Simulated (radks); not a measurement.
Dipole-allowed excitations along the series with 28 electrons in [Ar] 3d10. Calculated with a radial shooting solver on a logarithmic mesh with Libxc functionals: scalar-relativistic Kohn-Sham, exchange-only LDA, spin-unpolarised, spherical densities, finite nucleus; Fermi nuclear charge, rms radius of each element as measured or else 0.836 A^(1/3) + 0.57 fm. Time-dependent linear response with the Hartree and adiabatic exchange-only LDA kernel, continuum included through the Sternheimer equations, no spin-orbit coupling, so fine structure and intercombination lines are absent. Lines are the poles of the dipole polarisability below minus the highest occupied eigenvalue, found on a grid refined at the orbital gaps; the lowest seven at most are given, and weak or close lines can be missed. The first line takes the name of the lowest orbital gap if no other gap lies below it; otherwise a line is named after a gap within 0.6 % of it, if that gap stands alone.

species  -e(HOMO) (eV)  lowest orbital gap (eV)  first line (eV)      f  strongest line (eV)  its f  static alpha (bohr^3)
Cu+             12.625              3d-4p 6.743    7.220 (3d-4p)  0.332            the first  0.332                  8.906
Zn2+            29.586             3d-4p 14.786   15.427 (3d-4p)  0.450            the first  0.450                  3.143
Ga3+            51.032             3d-4p 24.859   25.627 (3d-4p)  0.511            the first  0.511                  1.536
Ge4+            76.435             3d-4p 36.689   37.578 (3d-4p)  0.541            the first  0.541                 0.8906
As5+            105.50             3d-4p 50.121   51.132 (3d-4p)  0.554            the first  0.554                 0.5729
Se6+            138.06             3d-4p 65.061   66.197 (3d-4p)  0.557       105.63 (3d-4f)  0.808                 0.3950
